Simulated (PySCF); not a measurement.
Level of theory: B3LYP-D3(BJ)/def2-TZVP (PySCF 2.14.0). Isolated molecules, 0 K electronic values unless said otherwise. One relaxed conformer stands for a flexible species; it need not be the lowest. B3LYP has the VWN-RPA correlation part, as in Gaussian. 

Reference species (SMILES): `[OH][In]([OH])[OH]` (neutral, multiplicity 1).

```json
{
  "HOMO": "-8.40 eV",
  "LUMO": "-2.37 eV"
}
```

Changed species: `[InH3]` (0 of 3 H replaced by OH; the reference has 3 of 3 H replaced by OH).

Problem. Predict the effect on the HOMO and LUMO.

Solution. the HOMO rises by 0.40 eV, to -8.00 eV; the LUMO increases by 0.17 eV, to -2.20 eV.
